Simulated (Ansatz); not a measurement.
Cost and result up the ladder for ZnMeCl (CH3ClZn) (6 atoms). The state is a singlet with charge 0. Geometry: B3LYP-D4/def2-TZVP.

Cartesian coordinates in Å:
```
Zn -0.731 -0.178 0.838
C 0.527 0.127 -0.606
H 0.464 -0.679 -1.336
H 1.544 0.168 -0.214
H 0.304 1.071 -1.103
Cl -2.109 -0.509 2.421
```

Ansatz on 4 threads of AMD EPYC 7B13 on a shared host. Times are rough, and most runs start from the orbitals of an earlier one. PBE0-D4/def2-TZVPD serves as the yardstick here, not as an exact answer. Differences are given only for rows in sets of like size (and for xTB, whose basis is part of the method), since another set adds its own error. Binding counts from free atoms at the same level (Zn singlet, C triplet, H doublet, Cl doublet; other spins of the atoms weren't run), without zero-point energy or a counterpoise term.

Correlated methods freeze 15 core orbitals.

Correlated methods converge slowly with the basis.

```tsv
level	functions	wall time	binding energy per atom (eV)	difference from PBE0-D4/def2-TZVPD (eV)
HF/STO-3G	35	0.15 s	3.24	–
PBE-D4/def2-SVP	78	0.5 s	3.21	–
LDA (SPW92)/def2-TZVP	134	0.55 s	3.55	0.40
PBE0-D4/def2-SVP	78	0.7 s	3.18	–
MP2/def2-TZVP	134	0.8 s	3.10	-0.05
PBE-D4/def2-TZVP	134	0.85 s	3.17	0.02
PBE0-D4/def2-TZVP	134	1.1 s	3.15	0.00
BHLYP-D4/def2-TZVP	134	1.1 s	3.05	-0.10
PBE-D4/def2-TZVPD	161	1.2 s	3.17	0.02
PBE0-D4/def2-TZVPD	161	1.4 s	3.15	0.00
r2SCAN-D4/def2-TZVP	134	1.6 s	3.18	0.02
r2SCAN-D4/def2-TZVPD	161	2 s	3.18	0.03
B97M-V/def2-TZVP (with forces)	134	2.8 s	3.14	-0.02
CCSD(T)/def2-TZVPP	179	18 s	3.07	-0.08
```
